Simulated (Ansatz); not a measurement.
ClHMoOS₂ (`[OH][Mo](=[S])(=[S])[Cl]`), relaxed with RKS PBE-D4/def2-SVP in Ansatz from a rough embedded geometry. The force threshold is 0.03 eV/Å; the program also tests the step.

Charge 0, multiplicity 1. Mo takes the def2 core potential.

Start:

```xyz
6

O    -1.164   -1.082    0.431
Mo    0.279    0.222    0.019
S     1.422   -0.559   -1.462
S    -0.453    1.984   -0.608
Cl    1.633    0.628    1.974
H    -1.716   -1.194   -0.354
```

How much energy does the relaxation release, and in how many steps? (An estimate is asked.)

Computed: 17.62 kcal/mol, in 20 steps, 1 of them rejected.

Which bonds change most? (An estimate is asked.)

The calculation gave: Mo2–Cl5 from 2.412 to 2.269 Å; O1–Mo2 from 1.989 to 1.868 Å; Mo2–S4 from 2.009 to 2.123 Å; Mo2–S3 from 2.026 to 2.124 Å.

Give the relaxed structure. (Estimate.)

Ansatz gave: 
```xyz
6

O    -0.979   -1.184    0.084
Mo    0.328    0.144   -0.049
S     1.751   -0.469   -1.503
S    -0.555    1.966   -0.685
Cl    1.374    0.490    1.935
H    -1.919   -0.946    0.217
```
